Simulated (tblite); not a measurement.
C₅H₁₀F₃PSi.
InChI=1S/C5H10F3PSi/c1-3-2-9(4(3)10)5(6,7)8/h3-4H,2H2,1,10H3/t3-,4-,9?/m1/s1

Computed with GFN2-xTB (tblite): harmonic, unscaled wavenumbers at the GFN2-xTB geometry, gas phase. Against measured fundamentals such values can be off by several per cent, at times by over 20. Modes of hydrogen on silicon can be 10 to 20 % off.

Harmonic wavenumbers (cm⁻¹): 51.2, 78.7, 107.5, 146.0, 158.8, 177.0, 204.9, 247.6, 258.0, 294.3, 357.0, 386.4, 405.1, 468.5, 473.5, 512.3, 530.6, 594.0, 637.6, 661.4, 749.8, 770.7, 782.5, 798.5, 802.7, 834.4, 909.4, 967.4, 993.5, 1032.6, 1041.2, 1077.2, 1080.9, 1099.9, 1126.0, 1159.4, 1190.5, 1230.8, 1262.6, 1324.5, 1413.7, 1433.6, 1492.7, 1496.6, 2256.5, 2286.6, 2318.9, 2894.1, 2931.9, 2979.0, 2988.6, 3023.8, 3035.6, 3066.6.

A = 1274, B = 871.4, C = 714.5 MHz; mass 186.024 u (most abundant isotopes); point group C1, symmetry number 1.

Q: What is the zero-point energy?

A: ½Σν̃ = 30302 cm⁻¹ = 362.49 kJ/mol.

Q: What is S at 200 K and 1 bar for an ideal gas of classical rigid rotors and harmonic oscillators?

A: Translation 165.73, rotation 122.15, vibration 95.26: S = 383.1 J/(mol K).

Q: And Cp and H(200 K) − H(0)?

A: Cp = 146.04 J/(mol K), of which vibrations give 112.79 (their classical limit is 54 R = 449.0); H(200 K) − H(0) = 17.56 kJ/mol without the zero-point energy, 10.91 from vibrations.

Q: What must be added to the electronic energy to get the Gibbs energy at 200 K and 1 bar?

A: ZPE + [H(200 K) − H(0)] − T·S = 362.49 + 17.56 − 76.63 = 303.42 kJ/mol.

Q: Which modes carry the vibrational entropy at 200 K?

A: 51.2 cm⁻¹: 16.67; 78.7 cm⁻¹: 13.15; 107.5 cm⁻¹: 10.66; 146.0 cm⁻¹: 8.28; 158.8 cm⁻¹: 7.65; 177.0 cm⁻¹: 6.85 J/(mol K); the other 48 give 32.01 together.

Q: Blend soft modes into free rotors: weight 1/[1 + (100 cm⁻¹/ν̃)⁴] for the oscillator and the rest for a rotor with moment μB/(μ + B), μ = h/(8π²ν), B = 10⁻⁴⁴ kg m². What vibrational entropy results?

A: 90.79 J/(mol K) in place of 95.26, which changes −T·S at 200 K by +0.89 kJ/mol.

Hindered rotation and anharmonicity are outside this model. The structure is chiral; the term R ln 2 for an equal mix with its mirror image is left out.
